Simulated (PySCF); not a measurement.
Species: C6H10N (doublet state).
Z-matrix (Å and degrees, GFN2-xTB geometry), rows numbered from 1:
```
C 
C   1  1.4669
N   2  1.4637  1  116.84
C   3  1.2464  2  126.25  1     8.47
C   4  1.5058  3  128.39  2  -179.52
C   5  1.5392  4   88.91  3   177.58
C   4  1.5140  3  139.25  2    -0.33
H   1  1.0735  2  120.18  3    84.24
H   1  1.0732  2  120.56  3   -82.86
H   2  1.0964  1  111.51  3   119.81
H   2  1.0957  1  111.43  3  -119.50
H   5  1.0884  4  114.01  3    59.75
H   5  1.0885  4  113.49  3   -65.22
H   6  1.0876  5  113.89  4  -114.48
H   6  1.0878  5  114.62  4   119.03
H   7  1.0890  4  113.58  3    66.09
H   7  1.0889  4  114.48  3   -59.61
```

The hyperfine couplings belong to this conformer and change with its torsions.

Identity: `[CH2]CN=C1CCC1` [radical].

Level of theory: PySCF 2.14.0, UKS B3LYP, pcH-1 on C H N, non-relativistic, mean-field spin-orbit, GIAO. The structure is a single GFN2-xTB conformer in the gas phase; no vibrational or solvent corrections. A GFN2-xTB geometry isn't a minimum of the functional, and hyperfine couplings can be far from their values at a DFT geometry. The SCF solution wasn't tested for stability.

Principal values of hyperfine tensors in MHz (contact and dipolar terms together), for some of the nuclei:

```tsv
atom	isotope	A1	A2	A3
C1	13C	13.39	14.24	253.37
H8	1H	-98.93	-61.11	-21.28
H9	1H	-98.73	-61.08	-21.05
C2	13C	-34.09	-33.86	-29.73
H11	1H	19.22	20.79	34.14
C6	13C	7.07	7.09	9.54
C5	13C	6.09	6.19	8.26
N3	14N	0.03	1.19	16.26
```

Question: Give the isotropic coupling of each nucleus in MHz and in mT (g = 2.0025), and the anisotropic part.

Answer: a_iso = (A1 + A2 + A3)/3, Ti = Ai − a_iso; 1 mT corresponds to 28.028 MHz.

| atom | a_iso (MHz) | a_iso (mT) | T1 | T2 | T3 |
| --- | --- | --- | --- | --- | --- |
| C1 | 93.67 | 3.342 | -80.27 | -79.43 | 159.70 |
| H8 | -60.44 | -2.156 | -38.49 | -0.67 | 39.16 |
| H9 | -60.29 | -2.151 | -38.44 | -0.79 | 39.24 |
| C2 | -32.56 | -1.162 | -1.53 | -1.30 | 2.83 |
| H11 | 24.72 | 0.882 | -5.49 | -3.93 | 9.42 |
| C6 | 7.90 | 0.282 | -0.83 | -0.81 | 1.64 |
| C5 | 6.85 | 0.244 | -0.76 | -0.66 | 1.42 |
| N3 | 5.82 | 0.208 | -5.80 | -4.64 | 10.44 |

Question: What spin density at the nucleus of H8 lies behind its contact coupling (g_N = 5.58569)?

Answer: a_FC = 800.24 MHz bohr³ × g_N × ρ(0)/(2S). With a_FC = -60.44 MHz and 2S = 1, ρ(0) = -0.01352 bohr⁻³. In magnitude that is 4.2 % of the 1/π = 0.318 of a free hydrogen atom.

Question: H10 (1H, g_N = 5.58569) isn't in the table. Its spin density at the nucleus is 0.006926 bohr⁻³. What is its contact coupling?

Answer: By the same relation, a_FC = 31.0 MHz. Its full tensor has the principal values 25.51, 27.04, 40.32 MHz.

Question: Name the largest traceless tensor T of the table and describe it.

Answer: C1: -80.3, -79.4, 159.7 MHz, axial, in the ratio −1:−1:+2, the form that spin in one p orbital centred on that nucleus gives.

Question: In a single crystal, with the field along each principal axis of the tensor of C1 in turn, what first-order splitting does this nucleus give (isotropic g, quadrupole terms neglected)?

Answer: 2 lines (I = 1/2), spaced by |A_i|/(g × 13.996): 0.48, 0.51, 9.04 mT along the axes of A1, A2 and A3.
